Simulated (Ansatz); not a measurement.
GaH₂Cl⁺. The state is a doublet with charge 1. Geometry PBE-D4/def2-TZVP, that of the neutral singlet; atoms count from 1.

```xyz
4

Ga    0.0536    0.0778    0.1907
H    -1.1034    0.0872    1.2448
H     1.5412    0.5483    0.3141
Cl   -0.4913   -0.7133   -1.7496
```

Question: Estimate the Mulliken populations from the PBE0/def2-TZVP orbitals of Ansatz.

Answer: 
| atom | charge (e) | spin (α − β) |
| --- | --- | --- |
| Ga1 | 0.55 | 0.00 |
| H2 | 0.14 | 0.21 |
| H3 | 0.14 | 0.21 |
| Cl4 | 0.17 | 0.58 |
Mulliken values depend strongly on the basis.

Question: Where does the spin sit?

Answer: Summed by element: Ga 0.00, H 0.42, Cl 0.58, of 1 unpaired in all. Largest on single atoms: Cl4 0.58, H2 0.21, H3 0.21.

Question: And the Mayer bond orders between heavy atoms (over 0.3)?

Answer: Ga1–Cl4 1.12 (2.17 Å).
